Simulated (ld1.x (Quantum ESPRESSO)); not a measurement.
# Co, ultrasoft: configuration errors across variants

```json
{"Element": "cobalt (Co)", "Generator": "ld1.x (Quantum ESPRESSO) 7.5", "Type": "ultrasoft", "Functional": "PBEsol", "Relativity": "scalar-relativistic", "Frozen core": "[Ne]", "Valence charge": "17", "Reference configuration": "3s2 3p6 3d7 4s2 4p0", "Partial waves": "3s (bound): rcut 1.05, rcutus 1.15 bohr; 4s (bound): rcut 1.05, rcutus 1.15 bohr; 3p (bound): rcut 1.25, rcutus 1.60 bohr; 4p (bound, empty): rcut 1.25, rcutus 1.60 bohr; 3d (bound): rcut 1.20, rcutus 1.35 bohr; 3d channel at 3.85 Ry: rcut 1.20, rcutus 1.35 bohr", "Local potential": "all-electron potential smoothed inside 1.50 bohr (lloc = -1)", "Core correction": "a·sin(br)/r model core, default radius (core density twice the valence density)", "Augmentation charge": "PSQ, inside the norm-conserving radii"}
```

All-electron excitation energies from the reference (eV): (1) 3s2 3p6 3d7 4s1 4p0 9.045; (2) 3s2 3p6 3d7 4s0 4p0 25.742; (3) 3s2 3p6 3d6 4s0 4p0 61.579; (4) 3s2 3p6 3d7.5 4s1.5 4p0 -0.965.

The default core radius of the base comes out at 0.37 bohr.

Errors AE − PS in meV (a dash: test not solved or not reliable):

| change | (1) | (2) | (3) | (4) | bound ghosts |
| --- | --- | --- | --- | --- | --- |
| base | 0.0 | +1.4 | -8.3 | -8.0 | none |
| core correction a·sin(br)/r model core inside 0.44 bohr | 0.0 | +1.7 | -5.9 | -7.3 | none |
| core correction a·sin(br)/r model core inside 0.54 bohr | +0.1 | +2.2 | -2.1 | -5.9 | none |
| core correction a·sin(br)/r model core inside 0.74 bohr | +0.2 | +3.3 | +5.0 | -3.0 | none |
| core correction a·sin(br)/r model core inside 0.90 bohr | +0.3 | +3.4 | +6.0 | -2.6 | none |
| core correction a·sin(br)/r model core inside 1.14 bohr | +0.3 | +3.5 | +6.1 | -2.6 | none |

Problem. Give the same row for: core correction a·sin(br)/r model core inside 1.34 bohr.

Solution. +0.3, +3.5, +6.1, -2.6; bound ghosts: none.
